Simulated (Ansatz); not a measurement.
Stretching the Al1–H2 bond in AlF2H (SMILES [F][AlH][F]) (multiplicity 1 held, fragments rigid). Energies count from the point at 1.553 Å.
Geometry at that point (charge 0, multiplicity 1):
```xyz
4

Al    -0.29736    -0.20001    -0.23453
H     -1.37592    -0.92547    -1.08523
F     -0.21998     1.44164    -0.18461
F      0.80237    -1.04991     0.64396
```

R- and RO- levels are restricted; in cc, def2 and unpolarised 6-31G sets they are followed outwards from rest. Unrestricted levels (U-) break spin symmetry where that is lower. Active spaces are followed from a long bond inwards. Curves can end on different states.

Frozen-core correlation.

The values were computed with Ansatz (a first-principles code) with Gaussian orbitals. Each number belongs to the level named beside it.

Energies in kcal/mol.

```csv
R (Å),R-HF/cc-pV(D+d)Z,U-MP2/cc-pV(D+d)Z,R-CCSD/cc-pV(D+d)Z,R-CCSDT/cc-pV(D+d)Z,"FIC-MRCISD+Q on CASSCF(2,2)/cc-pV(D+d)Z"
1.243,26.6,26.6,26.5,26.6,26.5
1.398,5.2,5.3,5.3,5.4,5.3
1.553,0.0,0.0,0.0,0.0,0.0
1.709,3.8,3.5,3.3,3.2,3.3
1.864,12.6,11.7,11.2,11.0,11.1
2.097,30.0,28.1,26.6,26.1,26.2
2.330,48.8,50.2,42.3,41.6,41.7
2.719,78.6,71.6,64.2,62.6,62.6
3.107,104.0,78.6,78.3,75.6,75.5
3.573,128.4,81.1,86.9,82.9,82.7
4.194,152.0,81.9,91.0,85.8,85.5
4.971,170.8,82.0,92.4,86.5,86.1
```

Doubts at one or more of the structures used: a restricted determinant that unrestricted orbitals would lower (R-HF/cc-pV(D+d)Z, R-CCSD/cc-pV(D+d)Z, R-CCSDT/cc-pV(D+d)Z); a spin-contaminated determinant (U-MP2/cc-pV(D+d)Z); other coupled-cluster roots lie near (R-CCSD/cc-pV(D+d)Z, R-CCSDT/cc-pV(D+d)Z).
